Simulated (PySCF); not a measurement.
These are PBE-D3(BJ)/def2-TZVP // r2SCAN-D4/def2-TZVP (PySCF) values and carry that method's errors. All species are isolated molecules in the gas phase. One relaxed conformer stands for a flexible species; it need not be the lowest. 

Reference species (SMILES): `[NH2][Ga]([NH2])[NH2]` (neutral, multiplicity 1).

* **HOMO–LUMO gap**: 4.66 eV
* **LUMO**: -0.69 eV

Changed species: `[NH2][GaH][NH2]` (whole molecule; the reference has whole molecule).

Q: Give the shifts of the HOMO–LUMO gap and LUMO.

A: the HOMO–LUMO gap rises by 0.20 eV, to 4.86 eV; the LUMO rises by 0.23 eV, to -0.46 eV.
